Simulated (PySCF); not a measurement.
Nb²⁺ (niobium, charge +2) across methods

[Kr] 4d2 5p1, one real determinant (an excited configuration). Computed with PySCF 2.14 in aug-cc-pwCVTZ-DK (11s10p8d4f3g, 136 functions), with the spin-free X2C one-electron Hamiltonian (Gaussian nucleus).

| method | E (hartree) | mean ε 4p β (eV) | mean ε 4d α (eV) | mean ε 5p α (eV) | Σ⟨r²⟩ (bohr²) | ⟨S²⟩ |
| --- | --- | --- | --- | --- | --- | --- |
| UHF | -3816.14226 | -63.604 | -29.668 | -16.366 | 40.16 | 3.755 |
| r2SCAN | -3818.17 | -56.315 | -24.238 | -14.650 | 39.19 | 3.752 |
| B97-3 | -3817.89 | -58.099 | -25.384 | -15.084 | 39.27 | 3.751 |
| M06-L | -3818.05 | -56.165 | -23.839 | -14.435 | 39.13 | 3.751 |
| PBE | -3817.79 | -55.477 | -23.827 | -14.651 | 39.12 | 3.751 |
| TPSS | -3818.03 | -55.724 | -23.969 | -14.562 | 39.14 | 3.751 |
| LDA | -3813.55 | -55.698 | -23.738 | -14.715 | 39.01 | 3.750 |

Question: Estimate the same row for PBE0.

Answer: E (hartree) = -3817.86; mean ε 4p β (eV) = -57.848; mean ε 4d α (eV) = -25.462; mean ε 5p α (eV) = -15.190; Σ⟨r²⟩ (bohr²) = 39.23; ⟨S²⟩ = 3.751.

⟨L²⟩ = 14.04 against 20 for a pure G term, so this real determinant mixes terms.
